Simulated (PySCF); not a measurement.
# Computed records: CH4AlB2, BFH4Si2, CH6BOSi, BF3H

Computed with PySCF 2.14.0. Calculation on a computer-drawn molecule: the log of a Hartree-Fock and frozen-core CCSD(T) single point meant for a local Hartree-Fock minimum, with one planted fault or none, to be diagnosed. Offsets are logged minus clean, where the clean run is the same molecule without the fault. The reference is restricted for singlets and unrestricted otherwise, and also for a bond in bohr or an excited solution. Adding or removing an electron swaps singlet and doublet. The excited solution moves the top pair (singlet) or top alpha electron (doublet) to the lowest empty orbital. Highest occupied and lowest empty are orbital energies over both spins, largest force is the largest gradient component, triples share is (T) over the correlation energy, the T1 limit is 0.02 restricted and 0.045 unrestricted, electrons count all cores, a negative frequency is imaginary (commonest isotopes), and the dipole is about the centre of nuclear charge.

Common to all runs: logged SCF converged yes; logged CC converged yes; logged SCF stable within its kind yes; possible faults no fault, one electron removed, one electron added, multiplicity raised by two, geometry at a saddle point, SCF held on an excited solution, minimal basis STO-3G, one bond length entered in bohr, all coordinates scaled.

(1) 
```xyz
8
formula=CH4AlB2 meant_charge=0 meant_multiplicity=2 meant_basis=cc-pV(D+d)Z logged_electrons=33 logged_basis_functions=85 logged_spin_squared=3.7742 logged_highest_occupied=-5.9559 logged_lowest_empty=-1.1989 logged_largest_force=0.098082 logged_T1_diagnostic=0.025548 logged_D1_diagnostic=0.096023 logged_triples_share=0.031415 logged_dipole_magnitude=3.9784 logged_energy_HF=-331.29918 logged_energy_CCSD(T)=-331.66295 planted_fault=multiplicity_raised_by_two HF_energy_offset_from_clean_run=61.36 CCSD(T)_energy_offset_from_clean_run=81.28
B     -1.4516     1.8210    -0.4218
C     -0.9304     0.6475    -1.2491
B     -0.5829    -0.1785    -0.1821
Al    -0.1367    -1.2464     1.6052
H     -1.4366     1.7550     0.7866
H     -1.8853     2.8288    -0.9110
H     -0.8994     0.6047    -2.3248
H      0.4961    -2.6950     1.4665
```

Units: logged_highest_occupied, logged_lowest_empty in eV; logged_largest_force in hartree/bohr; logged_dipole_magnitude in debye; logged_energy_HF, logged_energy_CCSD(T) in hartree; HF_energy_offset_from_clean_run, CCSD(T)_energy_offset_from_clean_run in kcal/mol.

Drawn bonds:
```csv
atom,other atom,order
1,2,1
2,3,2
3,4,1
1,5,1
1,6,1
2,7,1
4,8,1
```

(2) 
```xyz
8
formula=BFH4Si2 meant_charge=0 meant_multiplicity=1 meant_basis=cc-pV(D+d)Z logged_electrons=46 logged_basis_functions=94 logged_spin_squared=0 logged_highest_occupied=-8.8357 logged_lowest_empty=0.63441 logged_largest_force=0.061229 logged_T1_diagnostic=0.018558 logged_D1_diagnostic=0.06258 logged_triples_share=0.023739 logged_dipole_magnitude=1.8847 logged_energy_HF=-704.27761 logged_energy_CCSD(T)=-704.78803 planted_fault=all_coordinates_scaled,by_-4.8_% HF_energy_offset_from_clean_run=10.96 CCSD(T)_energy_offset_from_clean_run=11.94
F     -0.8541     0.1120     1.5118
Si    -2.3626     0.3919     1.7421
B     -3.2012     0.7939     0.0517
Si    -2.2250     0.7395    -1.5815
H     -2.9011    -0.7635     2.3386
H     -2.4405     1.4740     2.6377
H     -4.3162     1.0589     0.0668
H     -1.8657     2.1293    -1.3928
```

Units: logged_highest_occupied, logged_lowest_empty in eV; logged_largest_force in hartree/bohr; logged_dipole_magnitude in debye; logged_energy_HF, logged_energy_CCSD(T) in hartree; HF_energy_offset_from_clean_run, CCSD(T)_energy_offset_from_clean_run in kcal/mol.

Drawn bonds:
```csv
atom,other atom,order
1,2,1
2,3,1
3,4,1
2,5,1
2,6,1
3,7,1
4,8,1
```

(3) 
```xyz
10
formula=CH6BOSi meant_charge=1 meant_multiplicity=1 meant_basis=cc-pV(D+d)Z logged_electrons=38 logged_basis_functions=95 logged_spin_squared=0 logged_highest_occupied=-17.924 logged_lowest_empty=-3.4472 logged_largest_force=0.1282 logged_T1_diagnostic=0.011086 logged_D1_diagnostic=0.036485 logged_triples_share=0.02238 logged_dipole_magnitude=2.5599 logged_energy_HF=-429.50416 logged_energy_CCSD(T)=-430.03504 planted_fault=all_coordinates_scaled,by_-9.7_% HF_energy_offset_from_clean_run=70.91 CCSD(T)_energy_offset_from_clean_run=81.2
B      0.9766     2.0644     0.2842
C     -0.3591     1.6474    -0.1075
Si    -0.3863     0.5762    -1.3335
O     -0.9408     0.9714    -2.5807
H      1.1218     3.0665     0.6391
H      1.7902     1.3545     0.2455
H     -0.6480     1.1289     0.6959
H     -0.9902     2.3889    -0.2507
H      0.1129    -0.6409    -1.2516
H     -1.0127     0.5303    -3.3147
```

Units: logged_highest_occupied, logged_lowest_empty in eV; logged_largest_force in hartree/bohr; logged_dipole_magnitude in debye; logged_energy_HF, logged_energy_CCSD(T) in hartree; HF_energy_offset_from_clean_run, CCSD(T)_energy_offset_from_clean_run in kcal/mol.

Drawn bonds:
```csv
atom,other atom,order
1,2,1
2,3,1
3,4,1
1,5,1
1,6,1
2,7,1
2,8,1
3,9,1
4,10,1
```

(4) 
```xyz
5
formula=BF3H meant_charge=-1 meant_multiplicity=1 meant_basis=aug-cc-pVDZ logged_electrons=33 logged_basis_functions=101 logged_spin_squared=0.7613 logged_highest_occupied=-16.935 logged_lowest_empty=-4.4432 logged_largest_force=0.1967 logged_T1_diagnostic=0.0268 logged_D1_diagnostic=0.16538 logged_triples_share=0.027615 logged_dipole_magnitude=3.8164 logged_energy_HF=-323.61728 logged_energy_CCSD(T)=-324.35851 planted_fault=one_electron_removed HF_energy_offset_from_clean_run=129.1 CCSD(T)_energy_offset_from_clean_run=136.6
F     -0.0380    -0.3794    -0.7454
B      1.3755    -0.3293    -0.8957
F      1.6847     0.7326    -1.7901
F      1.9409    -0.0151     0.3711
H      1.8122    -1.4036    -1.3191
```

Units: logged_highest_occupied, logged_lowest_empty in eV; logged_largest_force in hartree/bohr; logged_dipole_magnitude in debye; logged_energy_HF, logged_energy_CCSD(T) in hartree; HF_energy_offset_from_clean_run, CCSD(T)_energy_offset_from_clean_run in kcal/mol.

Drawn bonds:
```csv
atom,other atom,order
1,2,1
2,3,1
2,4,1
2,5,1
```
